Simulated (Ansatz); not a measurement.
A structure drawn as `[OH][SnH]1[NH][SiH2]1`, with this starting geometry:

```xyz
9

O     2.306    0.338    0.822
Sn    0.775    0.838   -0.250
N    -0.224   -0.901   -0.718
Si   -1.376   -0.281    0.417
H     1.978   -0.109    1.617
H     1.067    1.707   -1.761
H    -0.702   -0.755   -1.695
H    -1.265   -1.033    1.698
H    -2.559    0.196   -0.131
```

Charge 0, multiplicity 1. Sn takes the def2 core potential.

Question: Does it keep its bonds when Ansatz relaxes it at PBE-D4/def2-SVP and then PBE0-D4/def2-TZVP?

Answer: Yes, every drawn bond is still there and no new one forms.

Question: Give the relaxed structure. (An estimate is asked.)

Answer: Ansatz gave: 
Z-matrix (Å, degrees):
```
Sn
N 1 2.092
Si 1 2.478 2 42.5
O 1 1.970 2 110.3 3 117.5
H 1 1.701 2 113.9 3 -130.3
H 2 1.007 1 143.6 3 175.4
H 3 1.491 1 120.8 2 108.2
H 3 1.491 1 122.8 2 -107.9
H 4 0.960 1 112.5 2 -56.0
```
All modes are real.

Atoms count as bonded under 1.1 times the sum of their covalent radii (H–H under 0.85 Å, pairs among N, O and F under 1.55 Å), and a drawn bond as lost past 1.3 times.
